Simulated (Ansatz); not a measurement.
Abridged output of a molecular run in Ansatz:

```
Functional definition: HF
1785 factors; integrals over basis functions are off by at most 9.2e-4 eV
mean field evaluation 1: about -35231.0327 eV, gradient 3.8e1 eV
mean field evaluation 2: about -35231.2930 eV, gradient 3.8e1 eV
mean field evaluation 4: about -35234.8950 eV, gradient 4.6e0 eV
mean field evaluation 8: about -35234.9715 eV, gradient 3.1e-1 eV
mean field -35234.97203899 eV, -1294.8613393111 hartree, gradient 3.2e-6 eV, S^2 0.000000; 0 other end points of the search recorded, 0 dependent functions left out
18 core orbitals not correlated: weight in the atoms' cores, before any rotation towards them, 1.000 or more for the frozen orbitals, at most 0.000 for the correlated occupied ones
reference -35234.97203899 eV, -1294.8613393111 hartree; 18, 18 occupied and 267, 267 virtual orbitals, 1785 factors
second order -27.43846685 eV of doubles, -0.00000000 eV of singles
cycle   1  -28.39758468 eV  change   -9.6e-1 eV  update   1.0e-1
cycle   2  -29.00781757 eV  change   -6.1e-1 eV  update   2.8e-2
cycle   3  -29.12315062 eV  change   -1.2e-1 eV  update   1.4e-2
cycle   4  -29.11374352 eV  change    9.4e-3 eV  update   3.8e-3
cycle   5  -29.11278179 eV  change    9.6e-4 eV  update   2.1e-3
cycle   6  -29.11332640 eV  change   -5.4e-4 eV  update   7.5e-4
cycle   7  -29.11308390 eV  change    2.4e-4 eV  update   2.9e-4
cycle   8  -29.11310656 eV  change   -2.3e-5 eV  update   7.6e-5
cycle   9  -29.11312369 eV  change   -1.7e-5 eV  update   2.2e-5
perturbative correction -1.19643907 eV, -0.0439683250 hartree
Total energy: -35265.28160175 eV, -1295.9751951980 hartree
```

Its atoms:

```xyz
12

C     0.838   -1.089    0.391
N    -0.005    0.008   -0.030
C    -0.607    0.706    1.083
Al   -0.268    0.444   -1.708
Cl   -1.509    2.046   -2.198
Cl    0.658   -0.635   -3.234
H     0.267   -1.831    0.965
H     1.657   -0.737    1.032
H     1.278   -1.596   -0.469
H     0.159    1.125    1.750
H    -1.236    1.527    0.736
H    -1.232    0.031    1.683
```

Problem. Which basis set was used?
A. def2-TZVPPD
B. cc-pV(D+d)Z
C. def2-QZVPP
D. def2-TZVPP

Solution. D. It gives 303 functions.

Problem. Write the keys of the input that set method, charge and spin (a neutral closed shell needs none for the last two).

Solution. 
```yaml
correlation: {method: ccsd_t}
```
